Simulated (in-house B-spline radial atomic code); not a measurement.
The numbers below are computed, except where a source is named.
Extrapolating the RPA correlation energy in partial waves: Tl IV (Tl3+)

All-electron RPA on r2SCAN orbitals from an all-electron radial atomic-structure program (B-spline basis), scalar-relativistic (spin-free one-electron X2C), finite nucleus, configuration [Xe] 4f14 5d10. Without the two-electron picture change, the correlation of inner shells comes somewhat too large for so heavy an element. With empty states up to angular momentum L the sums are:

```csv
L,E_c(L) (hartree)
5,-6.025867
6,-6.409397
7,-6.617723
8,-6.736257
```

For large l each further wave adds A/(l + 1/2)⁴, because the basis must build the cusp where two electrons meet.

Question: Estimate the limit from L = 7 and L = 8.

Answer: Wave 8 adds -0.118534, against a sum of (l + 1/2)⁻⁴ of 1.91569e-04, so A = -618.75. The sum over l > 8 is ζ(4, 9.5) = 4.5445e-04, close to 1/(3 × 9³) = 4.5725e-04. The tail is -0.281196 and the limit -7.01745 hartree.

Question: How good is the estimate?

Answer: A run to L = 11 sums to -6.87765 and extrapolates to -6.97130 hartree, 10.11 millihartree from the run before, so it has not settled and is itself too deep. The estimate differs from that by -46.15 millihartree, while the bare sum at L = 8 misses 235.0 millihartree (3.4 %).
